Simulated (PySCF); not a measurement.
This PySCF input asks for the NMR shieldings of `CN(CC1CCC1)[SiH2]S`, C6H15NSSi; the geometry comes from GFN2-xTB.

```python
import basis_set_exchange as bse
import numpy as np
from pyscf import gto, dft
from pyscf.prop import nmr

atoms = """
C    -1.624869   -1.640611    0.343023
N    -1.562436   -0.264208   -0.087766
C    -0.482972    0.499046    0.504391
C     0.873744    0.293991   -0.162684
C     1.712498   -0.945720    0.203165
C     2.941502   -0.040762    0.373607
C     2.016786    1.186129    0.352759
Si   -2.318665    0.162738   -1.563013
S    -2.214795    2.292723   -1.823205
H    -2.515728   -2.106470   -0.071838
H    -0.751824   -2.211726    0.015341
H    -1.676689   -1.686782    1.434792
H    -0.737497    1.559735    0.423342
H    -0.425194    0.244730    1.568970
H     0.740734    0.388462   -1.243352
H     1.398526   -1.393252    1.144652
H     1.786008   -1.727075   -0.552852
H     3.517157   -0.185054    1.286021
H     3.614798   -0.076383   -0.481177
H     1.812168    1.569765    1.351884
H     2.309964    2.013437   -0.290027
H    -3.724090   -0.213194   -1.450325
H    -1.723536   -0.316101   -2.810014
H    -2.977325    2.616347   -0.791204
"""
names = dict.fromkeys(["C", "N", "Si", "S", "H"], "pcSseg-1")
basis = {el: gto.basis.parse(bse.get_basis(n, elements=[el], fmt="nwchem")) for el, n in names.items()}
mol = gto.M(atom=atoms, basis=basis, charge=0, verbose=0)
mf = dft.RKS(mol, xc="PBE0")
mf.grids.level = 2
mf.grids.alignment = dft.numint.BLKSIZE   # the property module wants whole blocks of grid points
mf.conv_tol = 1e-9
mf.kernel()

calc = nmr.RKS(mf)   # GIAO
C = mf.mo_coeff
Co = C[:, mf.mo_occ > 0]
resp = mf.gen_response(singlet=True, hermi=2)
def vind(x):   # induced exchange potential for any number of trial vectors
    d = np.einsum("pi,xij,qj->xpq", C, 2 * x.reshape(-1, C.shape[1], Co.shape[1]), Co, optimize=True)
    return np.einsum("xpq,pi,qj->xij", resp(d - d.transpose(0, 2, 1)), C, Co, optimize=True).ravel()
mo1, _ = nmr.rhf.solve_mo1(calc, with_cphf=vind)
sigma = calc.kernel(mo1)
for i, s in enumerate(sigma):   # ppm
    w = np.linalg.eigvalsh((s + s.T) / 2)
    print("%2d %-2s iso %8.1f  s11 %8.1f  s22 %8.1f  s33 %8.1f" % (i, mol.atom_pure_symbol(i), w.mean(), *w))
```

Problem. Give the expected output.

Solution. 
```
 0 C  iso    148.4  s11    125.6  s22    135.4  s33    184.3
 1 N  iso    233.2  s11    206.0  s22    236.3  s33    257.3
 2 C  iso    126.0  s11     99.5  s22    125.4  s33    153.0
 3 C  iso    148.4  s11    134.5  s22    148.5  s33    162.1
 4 C  iso    155.5  s11    142.3  s22    146.5  s33    177.8
 5 C  iso    167.9  s11    156.6  s22    166.4  s33    180.6
 6 C  iso    161.3  s11    145.4  s22    156.3  s33    182.4
 7 Si iso    381.6  s11    318.6  s22    377.1  s33    449.1
 8 S  iso    738.3  s11    640.8  s22    702.9  s33    871.3
 9 H  iso     29.1  s11     24.3  s22     27.3  s33     35.7
10 H  iso     28.8  s11     23.3  s22     28.8  s33     34.4
11 H  iso     29.1  s11     25.3  s22     26.1  s33     35.9
12 H  iso     27.9  s11     22.8  s22     29.0  s33     32.0
13 H  iso     29.6  s11     25.2  s22     30.1  s33     33.3
14 H  iso     29.4  s11     25.6  s22     29.8  s33     32.8
15 H  iso     29.9  s11     26.1  s22     30.4  s33     33.0
16 H  iso     29.5  s11     25.8  s22     28.0  s33     34.6
17 H  iso     29.8  s11     26.0  s22     26.5  s33     37.0
18 H  iso     29.6  s11     26.7  s22     26.8  s33     35.4
19 H  iso     30.1  s11     27.0  s22     29.3  s33     34.0
20 H  iso     29.6  s11     25.7  s22     27.4  s33     35.8
21 H  iso     26.6  s11     22.1  s22     25.1  s33     32.5
22 H  iso     26.6  s11     22.4  s22     24.9  s33     32.5
23 H  iso     31.5  s11     23.9  s22     27.6  s33     42.8
```

These numbers come from an equivalent density-fitted implementation of the same equations, which agrees with the script to about 0.01 ppm for H and up to a few tenths of a ppm for heavy atoms, so last digits may differ.

Size and cost of the density-fitted run: 242 basis functions, 3.1 min wall time on 1 thread of an Intel Xeon, shared host; peak memory 1.1 GiB.
